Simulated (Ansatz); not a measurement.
Mulliken charges of `[F][GaH][Br]` from ωB97M-V/def2-TZVPP in Ansatz (PBE0-D4/def2-TZVP geometry).

```tsv
atom	x (Å)	y (Å)	z (Å)	charge (e)
F1	-1.670	-0.445	0.074	-0.369
Ga2	-0.035	0.146	-0.083	0.579
Br3	1.531	-1.293	0.696	-0.223
H4	0.230	1.532	-0.707	0.013
```

**Question.** By hand: the dipole of these point charges (1 e Å = 4.8032 D).

**Answer.** Σ q r = (0.258, 0.557, -0.240) e Å, of length 0.659 e Å = 3.17 D.

**Question.** How does the dipole of the full density compare? (An estimate is asked.)

**Answer.** The calculation gave: (0.202, 0.341, -0.144) e Å, 2.03 D; the point charges give 1.56 times that, at 6° from its direction.

Point charges leave out the atoms' own dipoles, such as those of lone pairs, and Mulliken's split depends on the basis, so the two needn't agree.
